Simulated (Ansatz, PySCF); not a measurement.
Si(H)(Cl)(OH)(OMe) (CH₅ClO₂Si), SMILES CO[SiH](O)Cl. Atoms are numbered in the order given.

```xyz
10

Si     0.5686    -0.2787    -0.3364
O      1.7760    -0.9740     0.5350
Cl     0.1131     1.6276     0.3733
O     -0.7909    -1.1953    -0.1858
C     -2.1182    -0.8539    -0.5264
H      1.0587    -0.1502    -1.7203
H      1.5853    -1.2120     1.4507
H     -2.2635    -0.8477    -1.6216
H     -2.7946    -1.6064    -0.0936
H     -2.3946     0.1390    -0.1316
```
Charge 0, spin multiplicity 1.

Coordinates come from a B3LYP-D3(BJ)/def2-SVP optimisation. The structure was generated by enumeration, and PubChem lists no compound with its InChIKey, so it may never have been made. One conformer was computed; it need not be the lowest.

Two levels are set side by side: PBE-D3(BJ)/def2-SVP (Ansatz, a program for electronic structure) and B3LYP-D3(BJ)/def2-SVP (Ansatz). Each level has its own optimised geometry; the coordinates shown are those of the second. Frequencies come from the Hessian of PySCF at each geometry. Differences are taken from unrounded values.

```json
[
 {"quantity": "mean bond length (Å)", "B3LYP-D3(BJ)": "1.393", "PBE-D3(BJ)": "1.402", "PBE-D3(BJ) minus B3LYP-D3(BJ)": "0.010"},
 {"quantity": "bond Si1–O2 (Å)", "B3LYP-D3(BJ)": "1.643", "PBE-D3(BJ)": "1.656", "PBE-D3(BJ) minus B3LYP-D3(BJ)": "0.013"},
 {"quantity": "bond Si1–Cl3 (Å)", "B3LYP-D3(BJ)": "2.085", "PBE-D3(BJ)": "2.090", "PBE-D3(BJ) minus B3LYP-D3(BJ)": "0.005"},
 {"quantity": "bond Si1–O4 (Å)", "B3LYP-D3(BJ)": "1.647", "PBE-D3(BJ)": "1.661", "PBE-D3(BJ) minus B3LYP-D3(BJ)": "0.015"},
 {"quantity": "bond O4–C5 (Å)", "B3LYP-D3(BJ)": "1.412", "PBE-D3(BJ)": "1.417", "PBE-D3(BJ) minus B3LYP-D3(BJ)": "0.005"},
 {"quantity": "bond Si1–H6 (Å)", "B3LYP-D3(BJ)": "1.474", "PBE-D3(BJ)": "1.488", "PBE-D3(BJ) minus B3LYP-D3(BJ)": "0.015"},
 {"quantity": "bond O2–H7 (Å)", "B3LYP-D3(BJ)": "0.965", "PBE-D3(BJ)": "0.974", "PBE-D3(BJ) minus B3LYP-D3(BJ)": "0.009"},
 {"quantity": "bond C5–H8 (Å)", "B3LYP-D3(BJ)": "1.105", "PBE-D3(BJ)": "1.113", "PBE-D3(BJ) minus B3LYP-D3(BJ)": "0.008"},
 {"quantity": "bond C5–H9 (Å)", "B3LYP-D3(BJ)": "1.100", "PBE-D3(BJ)": "1.109", "PBE-D3(BJ) minus B3LYP-D3(BJ)": "0.008"},
 {"quantity": "bond C5–H10 (Å)", "B3LYP-D3(BJ)": "1.104", "PBE-D3(BJ)": "1.112", "PBE-D3(BJ) minus B3LYP-D3(BJ)": "0.009"},
 {"quantity": "highest harmonic wavenumber (cm⁻¹)", "B3LYP-D3(BJ)": "3869", "PBE-D3(BJ)": "3760", "PBE-D3(BJ) minus B3LYP-D3(BJ)": "-110"},
 {"quantity": "mean harmonic wavenumber (cm⁻¹)", "B3LYP-D3(BJ)": "1233", "PBE-D3(BJ)": "1198", "PBE-D3(BJ) minus B3LYP-D3(BJ)": "-35"},
 {"quantity": "zero-point energy (kcal/mol)", "B3LYP-D3(BJ)": "42.30", "PBE-D3(BJ)": "41.10", "PBE-D3(BJ) minus B3LYP-D3(BJ)": "-1.20"}
]
```

GGA bonds tend to be longer and softer than those of functionals with exact exchange. Differences between two approximate levels are no errors against the true value.
